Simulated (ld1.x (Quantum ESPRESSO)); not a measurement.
# Configuration tests for copper (Cu) (TM)

```
Element                 : copper (Cu)
Generator               : ld1.x (Quantum ESPRESSO) 7.5
Type                    : norm-conserving Troullier–Martins (Kleinman–Bylander form)
Functional              : PBEsol
Relativity              : fully relativistic
Frozen core             : [Ar]
Valence charge          : 11
Reference configuration : 3d10 4s0.5 4p0.5
Partial waves           : 4s (bound): rc 1.85 bohr; 4p (bound): rc 3.25 bohr; 3d (bound): rc 1.40 bohr
Local potential         : all-electron potential smoothed inside 1.55 bohr (lloc = -1)
Core correction         : a·sin(br)/r model core inside 0.85 bohr
```

Open shells are filled in proportion to 2j + 1 (rel_dist='average').

Energies are relative to the spin-unpolarised reference configuration 3d10 4s0.5 4p0.5; without spin polarisation the order of configurations can differ from experiment. The frozen-core shift is the all-electron ΔE with the core orbitals held at their reference shape minus the fully relaxed ΔE.

| valence configuration | charge | ΔE all-electron (eV) | error AE − PS (meV) | frozen-core shift (meV) |
| --- | --- | --- | --- | --- |
| 3d10 4s1 4p0 | 0 | -2.035 | -0.7 | +0.4 |
| 3d10 4s0 4p0 | +1 | 6.069 | -8.7 | +2.4 |
| 3d9 4s0 4p0 | +2 | 27.382 | -72 | +56 |
| 3d9 4s1 4p1 | 0 | 4.828 | -82 | +65 |
| 3d9 4s1 4p0 | +1 | 9.572 | -46 | +59 |
| 3d8 4s0 4p0 | +3 | 66.374 | -552 | +483 |

(1) What are ΔE and the potential's error for 3d10 4s0.5 4p0?

Levels in the configuration 3d9 4s0 4p0:

```
   level  all-electron (eV)  pseudo (eV)
3d j=3/2            -29.783      -29.994
3d j=5/2            -29.483      -29.692
```

Answers

(1) ΔE = 1.119 eV all-electron; the error (AE − PS) is -0.6 meV.

These tests converged, but a pseudo level misses the all-electron one widely, so the file describes the atom poorly there or has found another state: 3d8 4s0 4p0: empty 4s by 3.7 eV (a node warning on the way).
